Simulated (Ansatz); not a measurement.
`C[SiH](N)[InH2]` → `[InH3]` + `C[Si]N`  (silylene formation by 1,1-elimination)

Computed with Ansatz on PBE0-D4/def2-TZVP structures; ΔE is electronic, products minus reactants. CBS: MP2 limit from def2 TZ/QZ plus the TZ coupled-cluster correction, frozen cores. Functionals use def2-TZVPP. B3LYP here is the variant with VWN-RPA as its local correlation; programs differ in this. Elements past krypton have def2 core potentials. For In outer-core shells are correlated without core-valence functions, which leaves a few kJ/mol of doubt a bond. One conformer a species, not always the lowest.

| level | ΔE (kJ/mol) |
| --- | --- |
| LDA (SPW92) | 191.3 |
| PBE-D4 | 175.9 |
| revPBE-D4 | 170.0 |
| r2SCANh-D4 | 188.8 |
| r2SCAN0-D4 | 192.3 |
| PBE0 | 179.6 |
| B3LYP | 155.6 |
| MP2/CBS(def2) | 195.5 |

(1) What does CCSD(T)/CBS give? (An estimate is asked.)

Largest T1 diagnostic among the species: 0.014.

## Answers

(1) Computed: +179.7 kJ/mol. The listed levels differ from it by 11.6, -3.8, -9.7, 9.1, 12.6, -0.1, -24.1, 15.8 kJ/mol.

From r2SCAN to r2SCAN0 (25 % exact exchange), in def2-TZVPP and without D4, ΔE moves by +5.3 kJ/mol. In def2-TZVPP, CCSD(T) changes the Hartree–Fock value by +11.8 kJ/mol (the triples alone add +1.2 kJ/mol) and MP2 by +27.7 kJ/mol.

CCSD(T)/CBS has its own doubt, a few kJ/mol and more with outer-core shells, so smaller differences from it don't rank the levels.
